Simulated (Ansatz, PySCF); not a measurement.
Energy difference R1 → P1 + P2, each structure at its B3LYP-D3(BJ)/def2-TZVP stationary point, reached from a drawn start (curvature not checked).
P1, C2H4 (SMILES C=C) (charge 0, multiplicity 1, Z-matrix in Å and degrees):
```
C
C 1 1.3246
H 1 1.0833 2 121.71
H 1 1.0833 3 116.57 2 180.00
H 2 1.0833 1 121.71 3 0.00
H 2 1.0833 5 116.57 1 180.00
```
P2: H atom, charge 0, multiplicity 2.
R1: C2H5 (SMILES [CH2]C), charge 0, multiplicity 2.

```json
[
 {"level": "HF/cc-pVDZ", "reaction energy (kJ/mol)": "169.4", "minus CCSD(T)/cc-pVTZ": "1.4"},
 {"level": "HF/cc-pVTZ", "reaction energy (kJ/mol)": "168.0", "minus CCSD(T)/cc-pVTZ": "0.0"},
 {"level": "HF/cc-pVQZ", "reaction energy (kJ/mol)": "167.5", "minus CCSD(T)/cc-pVTZ": "-0.6"},
 {"level": "SVWN5/def2-TZVPP", "reaction energy (kJ/mol)": "188.3", "minus CCSD(T)/cc-pVTZ": "20.2"},
 {"level": "PBE/def2-TZVPP", "reaction energy (kJ/mol)": "169.8", "minus CCSD(T)/cc-pVTZ": "1.7"},
 {"level": "BLYP/def2-TZVPP", "reaction energy (kJ/mol)": "163.4", "minus CCSD(T)/cc-pVTZ": "-4.7"},
 {"level": "revPBE/def2-TZVPP", "reaction energy (kJ/mol)": "168.0", "minus CCSD(T)/cc-pVTZ": "-0.1"},
 {"level": "r2SCAN/def2-TZVPP", "reaction energy (kJ/mol)": "192.7", "minus CCSD(T)/cc-pVTZ": "24.6"},
 {"level": "B97M-V/def2-TZVPP", "reaction energy (kJ/mol)": "178.4", "minus CCSD(T)/cc-pVTZ": "10.4"},
 {"level": "B3LYP/def2-TZVPP", "reaction energy (kJ/mol)": "175.8", "minus CCSD(T)/cc-pVTZ": "7.8"},
 {"level": "PBE0/def2-TZVPP", "reaction energy (kJ/mol)": "182.2", "minus CCSD(T)/cc-pVTZ": "14.1"},
 {"level": "BHLYP/def2-TZVPP", "reaction energy (kJ/mol)": "187.8", "minus CCSD(T)/cc-pVTZ": "19.8"},
 {"level": "M06-2X/def2-TZVPP", "reaction energy (kJ/mol)": "170.2", "minus CCSD(T)/cc-pVTZ": "2.2"},
 {"level": "CAM-B3LYP/def2-TZVPP", "reaction energy (kJ/mol)": "181.3", "minus CCSD(T)/cc-pVTZ": "13.3"},
 {"level": "wB97X-V/def2-TZVPP", "reaction energy (kJ/mol)": "177.7", "minus CCSD(T)/cc-pVTZ": "9.6"},
 {"level": "wB97M-V/def2-TZVPP", "reaction energy (kJ/mol)": "171.2", "minus CCSD(T)/cc-pVTZ": "3.2"},
 {"level": "B2PLYP/def2-TZVPP", "reaction energy (kJ/mol)": "170.5", "minus CCSD(T)/cc-pVTZ": "2.5"},
 {"level": "MP2/cc-pVDZ", "reaction energy (kJ/mol)": "152.3", "minus CCSD(T)/cc-pVTZ": "-15.7"},
 {"level": "MP2/cc-pVTZ", "reaction energy (kJ/mol)": "156.2", "minus CCSD(T)/cc-pVTZ": "-11.8"},
 {"level": "MP2/cc-pVQZ", "reaction energy (kJ/mol)": "156.1", "minus CCSD(T)/cc-pVTZ": "-12.0"},
 {"level": "SCS-MP2/cc-pVDZ", "reaction energy (kJ/mol)": "155.8", "minus CCSD(T)/cc-pVTZ": "-12.3"},
 {"level": "SCS-MP2/cc-pVTZ", "reaction energy (kJ/mol)": "159.4", "minus CCSD(T)/cc-pVTZ": "-8.6"},
 {"level": "SCS-MP2/cc-pVQZ", "reaction energy (kJ/mol)": "159.2", "minus CCSD(T)/cc-pVTZ": "-8.8"},
 {"level": "CCSD/cc-pVDZ", "reaction energy (kJ/mol)": "169.5", "minus CCSD(T)/cc-pVTZ": "1.5"},
 {"level": "CCSD/cc-pVTZ", "reaction energy (kJ/mol)": "175.5", "minus CCSD(T)/cc-pVTZ": "7.5"},
 {"level": "CCSD(T)/cc-pVDZ", "reaction energy (kJ/mol)": "163.0", "minus CCSD(T)/cc-pVTZ": "-5.0"},
 {"level": "CCSD(T)/cc-pVTZ", "reaction energy (kJ/mol)": "168.0", "minus CCSD(T)/cc-pVTZ": "0.0"}
]
```

 The comparison column counts from a level with limits of its own.

P less R. No zero-point or thermal terms; singlets are restricted closed shells; open shells are unrestricted.

Cores are frozen in the correlated methods.

The values were computed with Ansatz (Gaussian basis) for Hartree–Fock, density functionals and correlated methods; PySCF for M06-2X. All values are computed, each at the level named.

Ansatz is a first-principles code.
